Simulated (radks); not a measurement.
Q: The tellurium ion Te3+, configuration [Kr] 4d10 5s2 5p1. Calculated with a radial shooting solver on a logarithmic mesh with Libxc functionals: Dirac Kohn-Sham, PBE, spin-unpolarised, spherical densities, point nucleus; open shells fill j = l - 1/2 first. Some entries of the table are withheld. Estimate them.

orbital,occ.,eigenvalue (hartree),<r> (bohr),<1/r> (bohr^-1)
1s1/2,2,-1162.681,0.02781,55.58
2s1/2,2,-179.2028,0.1194,12.94
2p1/2,2,-167.9662,(1),12.93
2p3/2,4,-157.8785,(2),11.96
3s1/2,2,-36.57316,0.3218,4.603
3p1/2,2,-31.95438,(3),(4)
3p3/2,4,-30.07407,(5),(6)
3d3/2,4,(7),0.2946,4.127
3d5/2,6,(8),0.2983,4.066
4s1/2,2,-7.16354,0.7643,1.836
4p1/2,2,-5.57576,0.8009,1.723
4p3/2,4,-5.21831,0.8294,1.647
4d3/2,4,-2.68270,0.9580,1.387
4d5/2,6,-2.62827,0.9696,1.368
5s1/2,2,(9),1.922,0.6790
5p1/2,1,-1.18850,2.185,0.5910
5p3/2,0,-1.14371,2.255,0.5700

A: 
(1) 2p1/2 <r> (bohr): 0.1008
(2) 2p3/2 <r> (bohr): 0.1064
(3) 3p1/2 <r> (bohr): 0.3122
(4) 3p1/2 <1/r> (bohr^-1): 4.513
(5) 3p3/2 <r> (bohr): 0.3236
(6) 3p3/2 <1/r> (bohr^-1): 4.275
(7) 3d3/2 eigenvalue (hartree): -21.92998
(8) 3d5/2 eigenvalue (hartree): -21.53680
(9) 5s1/2 eigenvalue (hartree): -1.56395
